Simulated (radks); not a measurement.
Co2+, configuration [Ar] 3d7. Calculated with a radial shooting solver on a logarithmic mesh with Libxc functionals: non-relativistic Kohn-Sham, LDA (Slater exchange, Perdew-Wang correlation), spin-polarised, spherical densities, point nucleus; open shells are filled with parallel spins first.

Local quantities along the radius. ELF = 1/(1 + alpha^2) is the electron localisation function; alpha = (tau - tau_W)/tau_unif compares the Pauli kinetic energy density with that of the uniform gas (summed over spins).

r (bohr),ELF,alpha
0.00303,1.000,0.01606
0.003852,1.000,0.01705
0.004936,1.000,0.01844
0.006275,1.000,0.02033
0.008042,0.999,0.02314
0.01022,0.999,0.02715
0.0131,0.999,0.03354
0.01665,0.998,0.04357
0.02117,0.996,0.06076
0.02713,0.991,0.09396
0.03449,0.975,0.1593
0.0442,0.913,0.3089
0.05618,0.714,0.6333
0.072,0.397,1.232
0.09153,0.281,1.601
0.1173,0.420,1.175
0.1491,0.681,0.6850
0.1895,0.810,0.4842
0.2429,0.772,0.5437
0.3088,0.446,1.114
0.3957,0.185,2.098
0.503,0.395,1.237
0.6446,0.724,0.6180
0.8195,0.779,0.5333
1.05,0.679,0.6875
1.335,0.436,1.137
1.697,0.181,2.128
2.175,0.055,4.163
2.765,0.013,8.606
3.543,0.002,23.36

On this mesh the ELF has minima near r = 0.092, 0.40 bohr, which separate the shells, and maxima near 0.22 (0.81), 0.82 (0.78).
